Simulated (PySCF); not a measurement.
Gas-phase reaction: HfCl₂(OH)₂ + 3 Cl → HfCl₄ + H₂O + ClO

Energies from PySCF, thermal terms from the rigid-rotor harmonic-oscillator model, ideal gas at 1 bar. † marks an energy on the PBE0/def2-TZVP geometry and frequencies; other levels use their own. Open shells (unrestricted): Cl (multiplicity 2), ClO (multiplicity 2); the rest are closed-shell singlets. Spin-orbit splitting is ignored; it lowers the true energy and changes the entropy of Cl, ClO. B3LYP is the form with VWN-RPA correlation. Hf: scalar-relativistic def2 core potential, no spin-orbit coupling. HfCl₂(OH)₂: computed as isolated molecules; such fragments, hydroxides, amides, oligomers or adducts are transient or little studied in the gas.

| level | ΔH°(298 K), kJ |
|---|---|
| B3LYP/def2-TZVP† | (withheld) |
| BLYP/def2-TZVP† | -247 |
| PBE/def2-SVP | (withheld) |
| PBE/def2-TZVP† | -298 |
| PBE0/def2-QZVP† | (withheld) |
| PBE0/def2-TZVP | (withheld) |
| LDA/def2-TZVP† | -367 |
| ωB97M-V/def2-TZVP† | -247 |

Question: Fill in the missing entries.

Answer: 
- B3LYP/def2-TZVP†, ΔH°(298 K), kJ: -227
- PBE/def2-SVP, ΔH°(298 K), kJ: -252
- PBE0/def2-QZVP†, ΔH°(298 K), kJ: -262
- PBE0/def2-TZVP, ΔH°(298 K), kJ: -260
